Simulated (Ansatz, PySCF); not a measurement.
Te(Cl)(NMe2) (C₂H₆ClNTe), SMILES CN(C)[Te]Cl. Atoms are numbered in the order given.

```xyz
11

Te     0.5434     0.2536     0.2242
Cl    -1.0236     2.0931     0.2412
N     -0.5864    -1.2288    -0.4900
C     -1.6038    -1.8009     0.3666
C     -0.9425    -1.2160    -1.8932
H     -2.5418    -1.2127     0.3606
H     -1.8410    -2.8217     0.0199
H     -1.2427    -1.8632     1.4016
H     -1.1866    -2.2427    -2.2172
H     -1.8212    -0.5754    -2.1011
H     -0.1011    -0.8540    -2.4988
```

Geometry: PBE0-D3(BJ)/def2-SVP. This is a generated structure with no PubChem entry under its InChIKey; it may be hypothetical. The def2 effective core potentials stand for the cores of Te; spin–orbit coupling is left out. The values are those of a single conformer.

Two levels are set side by side: PBE-D3(BJ)/def2-SVP (Ansatz, an electronic-structure program) and PBE0-D3(BJ)/def2-SVP (Ansatz). Each level has its own optimised geometry; the coordinates shown are those of the second. Frequencies come from the Hessian of PySCF at each geometry. Differences are taken from unrounded values.

| quantity | PBE0-D3(BJ) |
|---|---|
| mean bond length (Å) | 1.393 |
| bond Te1–Cl2 (Å) | 2.417 |
| bond Te1–N3 (Å) | 1.996 |
| bond N3–C4 (Å) | 1.448 |
| bond N3–C5 (Å) | 1.448 |
| bond C4–H6 (Å) | 1.107 |
| bond C4–H7 (Å) | 1.104 |
| bond C4–H8 (Å) | 1.098 |
| bond C5–H9 (Å) | 1.104 |
| bond C5–H10 (Å) | 1.107 |
| bond C5–H11 (Å) | 1.098 |
| highest harmonic wavenumber (cm⁻¹) | 3170 |
| mean harmonic wavenumber (cm⁻¹) | 1352 |
| zero-point energy (kcal/mol) | 52.19 |

Task: What does PBE-D3(BJ) give, and how far is it from PBE0-D3(BJ)? (The exact figures need the calculation; the answer reports its results.)

Result: 
```
quantity                            PBE-D3(BJ)  PBE-D3(BJ) minus PBE0-D3(BJ)
----------------------------------  ----------  ----------------------------
mean bond length (Å)                     1.406                         0.013
bond Te1–Cl2 (Å)                         2.454                         0.037
bond Te1–N3 (Å)                          2.023                         0.027
bond N3–C4 (Å)                           1.457                         0.009
bond N3–C5 (Å)                           1.457                         0.009
bond C4–H6 (Å)                           1.116                         0.009
bond C4–H7 (Å)                           1.113                         0.009
bond C4–H8 (Å)                           1.106                         0.008
bond C5–H9 (Å)                           1.113                         0.009
bond C5–H10 (Å)                          1.116                         0.009
bond C5–H11 (Å)                          1.106                         0.008
highest harmonic wavenumber (cm⁻¹)        3082                           -88
mean harmonic wavenumber (cm⁻¹)           1305                           -47
zero-point energy (kcal/mol)             50.37                         -1.83
```

GGA bonds tend to be longer and softer than those of functionals with exact exchange. Differences between two approximate levels are no errors against the true value.
